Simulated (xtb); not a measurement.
C4H6F2 (SMILES C=C(F)[C@H](C)F), singlet, geometry from GFN2-xTB; GFN2-xTB run with xtb.

xtb was given this input:
```
$ xtb mol.xyz --gfn 2 --hess --json

# file mol.xyz
12

C      1.66464376     0.07596798     0.76667042
C      0.67483047     0.39107029    -0.04264446
F      0.65355063     1.58505111    -0.68109376
C     -0.54017171    -0.42977971    -0.38046721
C     -1.79714813     0.13679934     0.27095397
F     -0.34428284    -1.72508535     0.04759314
H      1.67162151    -0.87393885     1.26621127
H      2.48420585     0.75004782     0.93582920
H     -0.65597881    -0.47869059    -1.47275106
H     -1.68395096     0.13171039     1.35261424
H     -1.95406054     1.15631962    -0.06958928
H     -2.65817333    -0.46948776     0.00211467
```

The log (banner, timings and long lists left out):

```
   ID    Z sym.   atoms
    1    6 C      1, 2, 4, 5
    2    9 F      3, 6
    3    1 H      7-12

           -------------------------------------------------
          |                Calculation Setup                |
           -------------------------------------------------

           -------------------------------------------------
          |                 G F N 2 - x T B                 |
           -------------------------------------------------

          ...................................................
          :                      SETUP                      :
          :.................................................:
          :  # basis functions                  30          :
          :  # atomic orbitals                  30          :
          :  # shells                           18          :
          :  # electrons                        36          :
          :  max. iterations                   250          :
          :  Hamiltonian                  GFN2-xTB          :
          :  restarted?                      false          :
          :  GBSA solvation                  false          :
          :  PC potential                    false          :
          :  electronic temp.          300.0000000     K    :
          :  accuracy                    1.0000000          :
          :  -> integral cutoff          0.2500000E+02      :
          :  -> integral neglect         0.1000000E-07      :
          :  -> SCF convergence          0.1000000E-05 Eh   :
          :  -> wf. convergence          0.1000000E-03 e    :
          :  Broyden damping             0.4000000          :
          :  net charge                          0          :
          :  unpaired electrons                  0          :
          ...................................................

 iter      E             dE          RMSdq      gap      omega  full diag
   1    -21.2186009 -0.212186E+02  0.412E+00    5.56       0.0  T
   2    -21.2478322 -0.292313E-01  0.280E+00    5.31       1.0  T
   3    -21.2557422 -0.791002E-02  0.156E+00    5.39       1.0  T
   4    -21.2661081 -0.103659E-01  0.428E-01    5.32       1.0  T
   5    -21.2666308 -0.522683E-03  0.913E-02    5.34       1.0  T
   6    -21.2666443 -0.135526E-04  0.446E-02    5.34       1.0  T
   7    -21.2666458 -0.151293E-05  0.122E-02    5.34       2.4  T
   8    -21.2666460 -0.122286E-06  0.185E-03    5.34      15.6  T
   9    -21.2666460 -0.121454E-07  0.746E-04    5.34      38.7  T
  10    -21.2666460 -0.199921E-08  0.162E-04    5.34     178.1  T

   *** convergence criteria satisfied after 10 iterations ***

         :::::::::::::::::::::::::::::::::::::::::::::::::::::
         ::                     SUMMARY                     ::
         :::::::::::::::::::::::::::::::::::::::::::::::::::::
         :: total energy             -21.060654466652 Eh    ::
         :: gradient norm              0.000032772497 Eh/a0 ::
         :: HOMO-LUMO gap              5.337168344164 eV    ::
         ::.................................................::
         :: SCC energy               -21.266639927655 Eh    ::
         :: -> isotropic ES            0.026616682202 Eh    ::
         :: -> anisotropic ES          0.000057919464 Eh    ::
         :: -> anisotropic XC         -0.001166264516 Eh    ::
         :: -> dispersion             -0.005884292367 Eh    ::
         :: repulsion energy           0.205985461003 Eh    ::
         :: add. restraining           0.000000000000 Eh    ::
         :: total charge              -0.000000000000 e     ::
         :::::::::::::::::::::::::::::::::::::::::::::::::::::

           -------------------------------------------------
          |                Numerical Hessian                |
           -------------------------------------------------
step length          :   0.00500
SCC accuracy         :   0.30000
Hessian scale factor :   1.00000
frozen atoms in %    :   0.00000    0
RMS gradient         :   0.00003
[...]
   9:  0.00  10:  0.00  11:  0.00  12:  0.00  13:  0.00  14:  0.00  15:  0.00  16:  0.00
  17:  0.00  18:  0.00  19:  0.00  20:  0.00  21:  0.00  22:  0.00  23:  0.00  24:  0.00
  25:  0.00  26:  0.00  27:  0.00  28:  0.00  29:  0.00  30:  0.00  31:  0.00  32:  0.00
  33:  0.00  34:  0.00  35:  0.00  36:  0.00
 output can be read by thermo (or use thermo option).
 writing <g98.out> molden fake output.
 recommended (thermochemical) frequency scaling factor: 1.0
           -------------------------------------------------
          |             Thermodynamic Functions             |
           -------------------------------------------------

c1  symmetry found (for desy threshold:  0.10E+00) used in thermo

          ...................................................
          :                      SETUP                      :
          :.................................................:
          :  # frequencies                          30      :
          :  # imaginary freq.                       0      :
          :  linear?                             false      :
          :  only rotor calc.                    false      :
          :  symmetry                               c1      :
          :  rotational number                       1      :
          :  scaling factor                  1.0000000      :
          :  rotor cutoff                   50.0000000 cm⁻¹ :
          :  imag. cutoff                  -20.0000000 cm⁻¹ :
          :.................................................:

    mode    ω/cm⁻¹     T·S(HO)/kcal·mol⁻¹    T·S(FR)/kcal·mol⁻¹   T·S(vib)
   ------------------------------------------------------------------------
       1     51.08    -1.42373 ( 52.13%)    -1.04965 ( 47.87%)    -1.24466
       2    190.29    -0.66339 ( 99.53%)    -0.66046 (  0.47%)    -0.66338
       3    206.04    -0.61971 ( 99.65%)    -0.63692 (  0.35%)    -0.61977
       4    260.53    -0.49440 ( 99.86%)    -0.56743 (  0.14%)    -0.49450
   ------------------------------------------------------------------------

   temp. (K)  partition function   enthalpy   heat capacity  entropy
                                   cal/mol     cal/K/mol   cal/K/mol   J/K/mol
 298.15  VIB   30.7                 2468.108     16.863     14.483
         ROT  0.153E+06              888.752      2.981     26.703
         INT  0.469E+07             3356.860     19.843     41.185
         TR   0.855E+27             1481.254      4.968     39.454
         TOT                        4838.1144    24.8116    80.6397   337.3967

       T/K    H(0)-H(T)+PV         H(T)/Eh          T*S/Eh         G(T)/Eh
   ------------------------------------------------------------------------
    298.15    0.771003E-02    0.981362E-01    0.383145E-01    0.598216E-01
   ------------------------------------------------------------------------

         :::::::::::::::::::::::::::::::::::::::::::::::::::::
         ::                  THERMODYNAMIC                  ::
         :::::::::::::::::::::::::::::::::::::::::::::::::::::
         :: total free energy         -21.000832823673 Eh   ::
         ::.................................................::
         :: total energy              -21.060654466671 Eh   ::
         :: zero point energy           0.090426158480 Eh   ::
         :: G(RRHO) w/o ZPVE           -0.030604515483 Eh   ::
         :: G(RRHO) contrib.            0.059821642997 Eh   ::
         :::::::::::::::::::::::::::::::::::::::::::::::::::::

           -------------------------------------------------
          | TOTAL ENERGY              -21.060654466671 Eh   |
          | TOTAL ENTHALPY            -20.962518282110 Eh   |
          | TOTAL FREE ENERGY         -21.000832823673 Eh   |
          | GRADIENT NORM               0.000032989080 Eh/α |
          | HOMO-LUMO GAP               5.337171973558 eV   |
           -------------------------------------------------

normal termination of xtb
```
